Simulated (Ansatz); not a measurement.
The inner images of a band of GeH₃Se (5 atoms, charge 1, multiplicity 1) are given out of order.

Level of theory: Ansatz 0.2.0, UKS PBE0-D4/def2-SVP.

Initial state:

```xyz
5
Properties=species:S:1:pos:R:3
Ge -0.471 -0.469 -0.138
Se 0.709 1.393 -0.508
H -0.213 -1.322 1.099
H -1.524 -0.816 -1.182
H 1.499 1.214 0.728
```

Final state:

```xyz
5
Properties=species:S:1:pos:R:3
Ge -0.821 -1.457 0.482
Se -0.221 0.971 -0.282
H 0.069 -1.096 1.751
H -0.274 0.747 -1.739
H 1.247 0.836 -0.212
```

**Question.** Put them in order from the first end to the last, with their energies above the first end.
A.
```xyz
5
Properties=species:S:1:pos:R:3
Ge -0.583 -0.485 0.014
Se 0.487 1.419 -0.417
H -0.223 -1.369 1.205
H -1.262 -0.688 -1.319
H 1.581 1.123 0.517
```
B.
```xyz
5
Properties=species:S:1:pos:R:3
Ge -1.165 -1.140 0.633
Se -0.218 1.113 -0.352
H 0.240 -1.335 1.345
H -0.066 0.379 -1.624
H 1.210 0.982 -0.002
```
C.
```xyz
5
Properties=species:S:1:pos:R:3
Ge -0.806 -0.550 0.145
Se 0.326 1.343 -0.379
H -0.110 -1.375 1.223
H -0.963 -0.479 -1.366
H 1.553 1.062 0.376
```
D.
```xyz
5
Properties=species:S:1:pos:R:3
Ge -1.158 -0.872 0.305
Se 0.055 1.229 -0.406
H 0.073 -1.329 1.175
H -0.370 -0.048 -1.300
H 1.400 1.020 0.226
```
E.
```xyz
5
Properties=species:S:1:pos:R:3
Ge -1.214 -0.990 0.488
Se -0.107 1.198 -0.381
H 0.159 -1.333 1.203
H -0.122 0.120 -1.411
H 1.284 1.005 0.102
```
F.
```xyz
5
Properties=species:S:1:pos:R:3
Ge -1.036 -0.716 0.218
Se 0.193 1.258 -0.380
H 0.003 -1.334 1.194
H -0.662 -0.251 -1.320
H 1.502 1.042 0.287
```
G.
```xyz
5
Properties=species:S:1:pos:R:3
Ge -1.011 -1.323 0.564
Se -0.247 1.028 -0.316
H 0.213 -1.231 1.572
H -0.163 0.595 -1.724
H 1.208 0.930 -0.097
```

**Answer.** A (+0.31 eV), C (+1.33 eV), F (+2.10 eV), D (+1.44 eV), E (+0.78 eV), B (+0.57 eV), G (+0.51 eV).

The run took 93 s on 2 threads of AMD EPYC 9R45 96-Core Processor (Zen 5) (shared host), peak memory 0.29 GiB.
